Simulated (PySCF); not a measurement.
# Electron correlation in S⁺ (sulfur, charge +1)

[Ne] 3s2 3p3, high-spin 4S determinant. All numbers are calculated (PySCF 2.14, the non-relativistic Hamiltonian (point nucleus), in aug-cc-pV(T+d)Z (6s5p4d2f, 55 functions)). Frozen: [Ne]; 5 electrons correlated.

MP2 pair energies summed by pair of shells (mhartree):

| pair | energy | share (%) |
| --- | --- | --- |
| 3s-3p | -59.82 | 65.9 |
| 3p-3p | -20.74 | 22.9 |
| 3s-3s | -10.17 | 11.2 |

Total MP2 correlation energy: -90.73 mhartree.

Same-spin part -24.43 and opposite-spin part -66.30 mhartree; SCS-MP2 scales them by 1/3 and 6/5 to -87.71 mhartree.
